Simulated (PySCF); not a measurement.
NMR data simulated for an unnamed compound:

1H NMR (600 MHz, computed): δ 6.78 (m, 1H), 5.47 (m, 1H), 5.38 (m, 1H), 5.20 (s, 1H), 4.88 (m, 1H), 4.62 (m, 1H), 4.18 (m, 1H), 2.69 (m, 1H), 1.36 (m, 1H), 0.60 (br s, 2H).

13C{1H} NMR (computed): δ 153.3 (CH), 120.0 (CH2), 77.5 (CH), 61.9 (CH2), 44.6 (CH2).

[PySCF: geometry: GFN2-xTB; NMR shieldings at PBE0/pcSseg-1/GIAO; fast rotation and ring inversion assumed for equivalent nuclei; no solvent; relativity neglected; single conformer]

Shifts are taken against calculated references (same method and geometry level): TMS for 1H (σ = 31.72 ppm), 13C (σ = 186.93 ppm).

Which of these does the molecule contain: a non-aromatic C=C double bond, a ketone, an ester, a vinyl group CH=CH2, a methoxy group, a Si–H bond?

Answers


- A non-aromatic C=C double bond: yes.
- A ketone: no.
- An ester: no.
- A vinyl group CH=CH2: yes (δC 120.0, 153.3; δH 5.38 (m), 5.47 (m), 6.78 (m)).
- A methoxy group: no.
- A Si–H bond: yes (δH 5.20 (s)).

The data belong to `N[Si@@H]1OCC[C@@H](C=C)O1`, C5H11NO2Si; they needn't prove each group on their own.

Carbon signals by region: 2 in the sp2 and nitrile region (100–160 ppm), 2 at 50–100 ppm, 1 below 50 ppm.

Exchangeable OH/NH protons stand at their gas-phase positions; hydrogen bonding in a real sample shifts them, mostly to higher δ. Shifts are as computed. Against solution values, carbons near 30 ppm lie about +3 ppm off and those near 130 ppm about +5 ppm. Of 1211 compounds with measured shifts, 218 miss one by over three times the rms of a fit or turn the order of signals round; such compounds aren't used in these exercises. Multiplicities follow the n + 1 count of equivalent neighbours, as no J values were calculated; m marks all less simple cases, F and P coupling included.
